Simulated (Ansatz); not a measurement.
Total energies of `C[Si](C)(C)C#Cc1ccc(-c2ccc(-c3ccc(-c4ccc(-c5ccc(-c6ccc(C#C[Si](C)(C)C)nc6)nc5)nc4)nc3)nc2)nc1` from Ansatz at PBE-D4/def2-SVP, gas phase (1 Eh = 27.2114 eV = 2625.5 kJ/mol). The reference geometry is relaxed at r2SCAN-D4/def2-SVP.

| state | geometry | energy (Eh) |
| --- | --- | --- |
| charge 0 singlet | reference | -2449.38764 |
| charge 1 doublet | reference | -2449.14574 |
| charge -1 doublet | reference | -2449.46264 |
| free C atom (triplet) | – | -37.75124 |
| free Si atom (triplet) | – | -289.12416 |
| free N atom (quartet) | – | -54.46658 |
| free H atom (doublet) | – | -0.49863 |

Single mean-field runs in def2-SVP are fitted with def2-universal-jkfit.

(1) Work out the vertical ionisation energy to the doublet.

(2) Work out the vertical electron affinity, to the doublet.

(3) Give the fundamental gap IE − EA, the Mulliken electronegativity (IE + EA)/2 and the hardness (IE − EA)/2.

(4) What is the binding energy per atom against free atoms?

(1) E(charge 1 doublet) − E(charge 0 singlet) = -2449.14574 − (-2449.38764) = 0.24190 Eh = 6.58 eV. For comparison, −ε of the highest occupied level is 5.37 eV at this level, 1.21 eV less.

(2) E(charge 0 singlet) − E(charge -1 doublet) = -2449.38764 − (-2449.46264) = 0.07500 Eh = 2.04 eV. The basis lacks diffuse functions, which makes affinities too small.

(3) From the values in Eh: IE − EA = 0.24190 − 0.07500 = 0.16690 Eh = 4.54 eV; (IE + EA)/2 = 4.31 eV; (IE − EA)/2 = 2.27 eV. The HOMO–LUMO gap of the same run is 2.18 eV, 2.36 eV smaller than the fundamental gap.

(4) Atoms: 40 × (-37.75124) + 2 × (-289.12416) + 6 × (-54.46658) + 36 × (-0.49863) = -2433.04808 Eh. Binding: -2433.04808 − (-2449.38764) = 16.33956 Eh = 444.62 eV, or 5.29 eV for each of 84 atoms (no zero-point energy, no counterpoise term).
